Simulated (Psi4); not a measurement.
Psi4 input (wB97X-D/6-311+G**):

```
memory 1500 MB

molecule {
-1 1
C    -0.60068100    2.07189600    0.08495300
Si   -0.25790000    0.44217500   -0.50797100
C    -1.76555100   -0.72690900   -0.52213800
Si    1.37112600   -0.93836100    0.65769200
H     0.10082200    2.86817100   -0.16169900
H    -1.02287600    2.18519700    1.08410300
H     0.31723300    0.43620800   -1.89882500
H    -2.55524400   -0.31329200   -1.15531800
H    -1.50745300   -1.72847700   -0.87915200
H    -2.16799900   -0.82425900    0.49067700
H     1.02046800   -1.10634300    2.11073100
H     1.70433600   -2.35545100    0.23604400
H     2.72294800   -0.28507300    0.70046100
symmetry c1
no_reorient
no_com
}

set {
  basis 6-311+G**
  reference rks
  scf_type df
  df_basis_scf def2-universal-jkfit
  dft_radial_points 99
  dft_spherical_points 590
  e_convergence 1e-8
  d_convergence 1e-7
  maxiter 150
}

e = energy('wb97x-d')
print_out(f'\nFINAL {e:.10f} DIPOLE {variable("CURRENT DIPOLE")[0]:.6f} {variable("CURRENT DIPOLE")[1]:.6f} {variable("CURRENT DIPOLE")[2]:.6f}\n')
```

From the output:

```
      77A      0.937377    78A      0.945112    79A      0.953377
      80A      0.960899    81A      0.997899    82A      1.081942
      83A      1.098912    84A      1.114450    85A      1.121689
      86A      1.156870    87A      1.171140    88A      1.197354
      89A      1.335449    90A      1.351140    91A      1.426552
      92A      1.447412    93A      1.465060    94A      1.534251
      95A      1.535916    96A      1.559052    97A      1.577047
      98A      1.609412    99A      1.630287   100A      1.669241
     101A      1.689112   102A      1.700751   103A      1.776522
     104A      1.801097   105A      1.811830   106A      1.816432
     107A      1.840162   108A      1.857537   109A      1.858692
     110A      1.879692   111A      1.908288   112A      1.941115
     113A      1.979714   114A      1.992525   115A      2.020907
     116A      2.049167   117A      2.143698   118A      2.246391
     119A      2.257589   120A      2.263253   121A      2.334792
     122A      2.335186   123A      2.352853   124A      2.431777
     125A      2.445939   126A      2.483780   127A      2.682453
     128A      2.751559   129A      2.759345   130A      2.766747
     131A      2.779211   132A      2.800007   133A      2.832480
     134A      2.854308   135A      2.858436   136A      2.887098
     137A      2.950931   138A      2.989511   139A      3.029886
     140A      3.078387   141A      3.179688   142A      3.413527
     143A      3.663929   144A      3.988411   145A      4.007580
     146A      4.042571   147A      5.862358   148A      5.953877
     149A     11.666732   150A     11.705568   151A     11.712422
     152A     11.745287   153A     11.770104   154A     11.888431
     155A     24.179203   156A     24.222401   157A    141.386540
     158A    141.461909

    Final Occupation by Irrep:
              A
    DOCC [    25 ]
    NA   [    25 ]
    NB   [    25 ]

  @DF-RKS Final Energy:  -660.60643991069969

   => Energetics <=

    Nuclear Repulsion Energy =            207.2435906421193295
    One-Electron Energy =               -1331.9693022779706553
    Two-Electron Energy =                 504.0483396920605514
    DFT Exchange-Correlation Energy =     -39.9239434305663536
    Empirical Dispersion Energy =          -0.0051245363423181
    VV10 Nonlocal Energy =                  0.0000000000000000
    Total Energy =                       -660.6064399106995779

Computation Completed

Properties will be evaluated at   0.000000,   0.000000,   0.000000 [a0]

Properties computed using the SCF density matrix

 Multipole Moments:

 ------------------------------------------------------------------------------------
     Multipole            Electronic (a.u.)      Nuclear  (a.u.)        Total (a.u.)
 ------------------------------------------------------------------------------------

 L = 1.  Multiply by 2.5417464519 to convert [e a0] to [Debye]
 Dipole X            :          0.0313255            0.0000132            0.0313387
 Dipole Y            :         -1.4728037           -0.0000019           -1.4728056
 Dipole Z            :         -0.0653117            0.0000113           -0.0653003
 Magnitude           :                                                    1.4745856

 ------------------------------------------------------------------------------------

FINAL -660.6064399107 DIPOLE 0.031339 -1.472806 -0.065300

*** Psi4 exiting successfully. Buy a developer a beer!
```

The dipole moment of an ion depends on the origin.

The geometry given is a B3LYP-D3(BJ)/def2-TZVP minimum.
